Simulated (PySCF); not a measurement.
# Two-component Hartree-Fock for Al⁺ (aluminium, charge +1)

Start: [Ne] 3s2. Calculated with PySCF 2.14 in an even-tempered Gaussian basis (22 s from 0.026 bohr⁻², ratio 2.4; 15 p from 0.034 bohr⁻², ratio 2.4; 6 d from 0.3 bohr⁻², ratio 2.6; 5 f from 0.44 bohr⁻², ratio 2.6): generalised Hartree-Fock with the X2C-1e Hamiltonian and a Gaussian nucleus; spin-orbit coupling (SO) screened by Boettger's factors.

```
spinor shell  electrons  ε, screened SO (eV)  weight of nominal j (screened SO)  rms radius, screened SO (bohr)
       1s1/2          2              -1603.6                              1.000                           0.139
       2s1/2          2              -142.46                              1.000                           0.675
       2p1/2          2              -96.130                              1.000                           0.673
       2p3/2          4              -95.647                              1.000                           0.675
       3s1/2          2              -17.781                              1.000                            2.60
```

| quantity | screened SO |
| --- | --- |
| E (hartree) | -242.11166 |
| M_J | 0 |
| ⟨J²⟩ | 0.000 |
| ⟨L²⟩ | 0.000 |
| ⟨S²⟩ | 0.000 |
